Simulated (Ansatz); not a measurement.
Positional isomers: benzothiophene cyano+boryl. Isolated molecules, 0 K electronic values unless said otherwise. One relaxed conformer stands for each flexible species; it need not be the lowest. Strings in code marks are SMILES.

Quantity: electronic energy of isomers of C9H6BNS relative to `Bc1cc2c(C#N)cccc2s1`, in kcal/mol. The restricted reference of `Bc1cc(C#N)c2ccsc2c1` and `Bc1cc2c(C#N)cccc2s1` is unstable towards unrestricted orbitals.

Case: `Bc1cc(C#N)c2ccsc2c1`. Geometry of `Bc1cc(C#N)c2ccsc2c1` (neutral, multiplicity 1, Å):

```xyz
18

B      3.1202     0.3135    -1.0755
C      1.6675     0.1694    -0.5824
C      1.3835    -0.1533     0.7716
C      0.0762    -0.2893     1.2418
C     -0.1911    -0.6145     2.6071
N     -0.4335    -0.8793     3.7164
C     -1.0133    -0.1005     0.3437
C     -2.4167    -0.1859     0.5903
C     -3.1538     0.0638    -0.5381
S     -2.1915     0.4098    -1.9348
C     -0.7213     0.2225    -1.0112
C      0.5876     0.3563    -1.4719
H      4.0399     0.1520    -0.3094
H      3.3377     0.5886    -2.2320
H      2.2131    -0.2999     1.4679
H     -2.8510    -0.4223     1.5635
H     -4.2411     0.0637    -0.6289
H      0.7875     0.6053    -2.5184
```

**Question.** Predict the electronic energy of isomers of C9H6BNS relative to `Bc1cc2c(C#N)cccc2s1` from frozen-core CCSD(T)/cc-pVDZ // r2SCAN-D4/def2-SVP (Ansatz, a quantum-chemistry and plane-wave program).

**Answer.** 3.28 kcal/mol.
